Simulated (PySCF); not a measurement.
Si(Cl)(Br)(Me)(NH2) (CH5BrClNSi), SMILES C[Si](N)(Cl)Br. Atoms are numbered in the order given.

```xyz
10

C      1.7499    -1.3589     0.3687
Si     0.2261    -0.5854    -0.3470
N     -0.8683    -1.7683    -0.9209
Cl     0.6842     0.6163    -1.9624
Br    -0.6462     0.7658     1.2203
H      1.4908    -1.9896     1.2332
H      2.2475    -1.9804    -0.3907
H      2.4477    -0.5812     0.7109
H     -1.1443    -2.5239    -0.3020
H     -1.6427    -1.4792    -1.5093
```

The structure is a stationary point at PBE0-D3(BJ)/def2-SVP. Other conformers were not sampled.

Level of theory: TDA-PBE/def2-SVPD (PySCF).

Vertical excitations. Isolated molecule, no solvent.

| state | energy (eV) | λ (nm) | f | main pairs |
|---|---|---|---|---|
| S1 | 5.91 | 210 | 0.032 | HOMO→LUMO 96 % |
| S2 | 6.21 | 200 | 0.005 | HOMO→LUMO+1 97 % |
| S3 | 6.39 | 194 | 0.046 | HOMO−1→LUMO 89 % |
| S4 | 6.67 | 186 | 0.046 | HOMO−2→LUMO 69 %, HOMO−1→LUMO+1 25 % |
| S5 | 6.75 | 184 | 0.041 | HOMO−1→LUMO+1 62 %, HOMO−2→LUMO 20 % |
| S6 | 6.84 | 181 | 0.029 | HOMO→LUMO+2 78 % |
| S7 | 7.03 | 176 | 0.010 | HOMO−2→LUMO+1 62 %, HOMO→LUMO+3 28 % |
| S8 | 7.12 | 174 | 0.025 | HOMO→LUMO+3 39 %, HOMO−2→LUMO+1 15 %, HOMO−1→LUMO+2 12 %, HOMO−3→LUMO 9 % |
| S9 | 7.14 | 174 | 0.017 | HOMO−3→LUMO 78 %, HOMO→LUMO+3 13 % |
| S10 | 7.27 | 171 | 0.021 | HOMO−1→LUMO+2 63 %, HOMO−4→LUMO 24 % |
| T1 | 5.62 | 221 | 0 | HOMO→LUMO 99 % |
| T2 | 6.02 | 206 | 0 | HOMO→LUMO+1 97 % |
| T3 | 6.08 | 204 | 0 | HOMO−1→LUMO 95 % |
| T4 | 6.36 | 195 | 0 | HOMO−2→LUMO 94 % |
Triplets are in the Tamm–Dancoff approximation.
